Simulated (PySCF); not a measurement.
Calculated NMR parameters of Cc1oc(C(F)(F)F)pc1[SiH3]

```yaml
Formula: C5H6F3OPSi
SMILES: Cc1oc(C(F)(F)F)pc1[SiH3]
Point_group_of_the_computed_structure: C1
Carbon_signals: 5
Proton_signals: 2
```

Molfile (atoms numbered from 1):
```
C5H6F3OPSi
     RDKit          3D

 17 17  0  0  0  0  0  0  0  0999 V2000
   -1.2451   -1.7599   -0.0878 C   0  0  0  0  0  0  0  0  0  0  0  0
   -0.3336   -0.5844   -0.0300 C   0  0  0  0  0  0  0  0  0  0  0  0
    0.9777   -0.8510   -0.0215 O   0  0  0  0  0  0  0  0  0  0  0  0
    1.6972    0.2897    0.0256 C   0  0  0  0  0  0  0  0  0  0  0  0
    3.1740    0.1588    0.0490 C   0  0  0  0  0  0  0  0  0  0  0  0
    3.7475    1.3656    0.1560 F   0  0  0  0  0  0  0  0  0  0  0  0
    3.6791   -0.4109   -1.0617 F   0  0  0  0  0  0  0  0  0  0  0  0
    3.6274   -0.5801    1.0779 F   0  0  0  0  0  0  0  0  0  0  0  0
    0.7917    1.7437    0.0599 P   0  0  0  0  0  0  0  0  0  0  0  0
   -0.6719    0.7385    0.0085 C   0  0  0  0  0  0  0  0  0  0  0  0
   -2.4350    1.4008    0.0260 Si  0  0  0  0  0  4  0  0  0  0  0  0
   -1.7590   -1.7916   -1.0474 H   0  0  0  0  0  0  0  0  0  0  0  0
   -0.6685   -2.6729    0.0359 H   0  0  0  0  0  0  0  0  0  0  0  0
   -1.9964   -1.6946    0.6961 H   0  0  0  0  0  0  0  0  0  0  0  0
   -2.3606    2.8570    0.1026 H   0  0  0  0  0  0  0  0  0  0  0  0
   -3.1141    0.9615   -1.1963 H   0  0  0  0  0  0  0  0  0  0  0  0
   -3.1174    0.8418    1.1973 H   0  0  0  0  0  0  0  0  0  0  0  0
  1  2  1  0
  2  3  1  0
  3  4  1  0
  4  5  1  0
  5  6  1  0
  5  7  1  0
  5  8  1  0
  4  9  2  0
  9 10  1  0
 10 11  1  0
 10  2  2  0
  1 12  1  0
  1 13  1  0
  1 14  1  0
 11 15  1  0
 11 16  1  0
 11 17  1  0
M  END
```

Equivalent nuclei averaged, one computed conformer, isolated molecule, relativity neglected. GIAO PBE0/pcSseg-1 shieldings; structure optimised with GFN2-xTB; PySCF 2.14.0 with density-fitted response routines.

Referencing at the same level of theory: 1H (σref 31.72) and 13C (σref 186.93) and 29Si (σref 349.16) vs TMS; CFCl3 for 19F (σref 170.95); 31P (σref 318.38) against H3PO4; 17O (σref 336.08) against H2O.

| carbon | δC, type | δH (multiplicity) | HMBC from (2–3 bonds) | span of the C tensor (ppm) |
| --- | --- | --- | --- | --- |
| C1 | 17.9, CH3 | 2.74 (s) | – | 36 |
| C2 | 174.0, C | – | H15/H16/H17, H12/H13/H14 | 167 |
| C4 | 188.6, C | – | – | 225 |
| C5 | 130.4, C | – | – | 16 |
| C10 | 127.5, C | – | H15/H16/H17, H12/H13/H14 | 201 |

Other nuclei:
```tsv
atoms	nucleus	environment	δ (ppm)	σ (ppm)
H15/H16/H17	1H	hydrogen on a silicon bonded to C	4.58	27.14
F6/F7/F8	19F	fluorine of a CF3 group	-76.0	246.9
P9	31P	phosphorus bonded to 2 C, in a 5-membered ring	192.5	125.9
Si11	29Si	silicon bonded to C, 3 H	-81.4	430.5
O3	17O	aromatic ring oxygen	373.8	-37.8
```

δC 188.6, 174.0: substituted aromatic carbon next to the ring oxygen. δC 130.4: CF3 carbon; 3 electronegative neighbours deshield it. δC 127.5: substituted aromatic carbon. δC 17.9: methyl carbon on an aromatic ring; a saturated carbon with 1 carbon neighbour and no heteroatom attached. δH 2.74: hydrogen on a methyl carbon on an aromatic ring; benzylic-type position, deshielded by the ring.

Splittings by 19F and 31P in the carbon and heteronuclear signals aren't shown, as no couplings were computed. Shifts are as computed. Against solution values, carbons near 30 ppm lie about +3 ppm off and those near 130 ppm about +5 ppm. Of 1211 compounds with measured shifts, 218 miss one by over three times the rms of a fit or turn the order of signals round; such compounds aren't used in these exercises. Unscaled 19F shifts against computed CFCl3 carry errors that often reach 10 to 50 ppm. Unscaled 17O shifts of doubly bonded oxygen tend to come out too high, by tens of ppm or more. Experimental scales use liquid or dissolved standards, which lie at an offset from isolated H2O (liquid H2O: subtract about 36 ppm) and H3PO4. Multiplicities follow the n + 1 count of equivalent neighbours, as no J values were calculated; m marks all less simple cases, F and P coupling included.
